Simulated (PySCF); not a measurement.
Si(Cl)2(I)(OH) (Cl2HIOSi), SMILES O[Si](Cl)(Cl)I.

The structure is a stationary point at B3LYP-D3(BJ)/def2-SVP. This is a generated structure with no PubChem entry under its InChIKey; it may be hypothetical. The def2 effective core potentials stand for the cores of I; spin–orbit coupling is left out. The values are those of a single conformer.

These are TDDFT-PBE/def2-SVPD (PySCF) values and carry that method's errors.

Vertical excitations. Isolated molecule, no solvent. State labels are in the subgroup Cs.

Question: Give excitation energies, oscillator strengths and character. (Estimate from the structure and the level; the computed values follow.)

Answer: 
```tsv
state	symmetry	energy (eV)	λ (nm)	f	main pairs
S1	A"	4.84	256	0.007	HOMO→LUMO 99 %
S2	A'	4.89	254	0.008	HOMO−1→LUMO 99 %
S3	A"	5.76	215	0.001	HOMO−2→LUMO 100 %
S4	A"	6.02	206	0.001	HOMO→LUMO+1 100 %
S5	A'	6.11	203	0.005	HOMO−1→LUMO+1 91 %
S6	A"	6.22	199	0.003	HOMO−4→LUMO 98 %
S7	A'	6.35	195	0.039	HOMO−3→LUMO 67 %, HOMO−5→LUMO 10 %
S8	A"	6.49	191	0.002	HOMO→LUMO+2 98 %
S9	A'	6.52	190	0.014	HOMO−5→LUMO 84 %
S10	A'	6.58	188	0.003	HOMO−1→LUMO+2 82 %, HOMO→LUMO+3 14 %
T1	A"	4.42	280	0	HOMO→LUMO 100 %
T2	A'	4.46	278	0	HOMO−1→LUMO 99 %
T3	A"	5.58	222	0	HOMO−2→LUMO 100 %
T4	A'	5.80	214	0	HOMO−3→LUMO 85 %
```
Triplets are in the Tamm–Dancoff approximation, which puts them higher than full response would, so one can lie above its singlet here.
